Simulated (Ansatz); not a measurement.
Cartesian coordinates in Å:
```
N 1.470 -0.565 -1.996
Sc -0.060 -0.016 -0.856
N -1.768 0.488 -1.734
O 0.103 0.022 1.043
Si 0.213 0.056 2.662
H 1.472 -0.618 -3.007
H 2.391 -0.846 -1.683
H -1.950 0.496 -2.730
H -2.620 0.784 -1.275
H 1.318 0.956 3.100
H -1.053 0.550 3.274
H 0.484 -1.306 3.203
```

Charge 0, multiplicity 1.

**Question.** List the PBE0/def2-TZVPP orbital energies in eV (Ansatz 0.2.0). (Estimate.)

**Answer.** The calculation gave: Occupied: -4405.97, -1802.46, -521.82, -481.58, -397.01, -396.98, -396.95, -390.13, -390.13, -144.71, -99.39, -99.36, -99.36, -57.69, -35.58, -35.49, -35.36, -26.03, -22.44, -22.31, -14.48, -12.82, -12.66, -11.15, -10.39, -10.37, -10.00, -9.62, -8.36, -8.26, -7.16, -7.01. Lowest empty: -1.42, 0.07, 0.27, 0.33, 0.40, 0.88, 0.92, 1.19.
